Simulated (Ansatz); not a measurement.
One change: `C[SiH](F)[SiH2]O` becomes `C[SiH](F)P`.

Ansatz, PBE0-D4/def2-TZVP geometries, multiplicity 1. Each molecule was computed in one conformer, which needn't be the lowest.

| property | `C[SiH](F)[SiH2]O` |
| --- | --- |
| HOMO–LUMO gap (PBE/def2-TZVPP) / eV | 4.82 |
| HOMO–LUMO gap (B3LYP/def2-TZVPP) / eV | 6.55 |
| HOMO energy (B3LYP/def2-TZVPP) / eV | -7.45 |
| HOMO energy (PBE/def2-TZVPP) / eV | -6.37 |
| HOMO energy (ωB97M-V/def2-TZVPP) / eV | -9.70 |
| HOMO–LUMO gap (ωB97M-V/def2-TZVPP) / eV | 10.72 |

Problem. What does the change do to each property? (An estimate is asked.)

Solution. Ansatz gave: 
```
                               property  `C[SiH](F)P`  shift
    HOMO–LUMO gap (PBE/def2-TZVPP) / eV          5.74   0.92
  HOMO–LUMO gap (B3LYP/def2-TZVPP) / eV          7.33   0.78
    HOMO energy (B3LYP/def2-TZVPP) / eV         -7.39   0.06
      HOMO energy (PBE/def2-TZVPP) / eV         -6.48  -0.11
  HOMO energy (ωB97M-V/def2-TZVPP) / eV         -9.70   0.00
HOMO–LUMO gap (ωB97M-V/def2-TZVPP) / eV         11.70   0.98
```

The zero-point energy changes by -36.0 kJ/mol with -6 modes.

B3LYP here is the variant with VWN-RPA as its local correlation; programs differ in this.
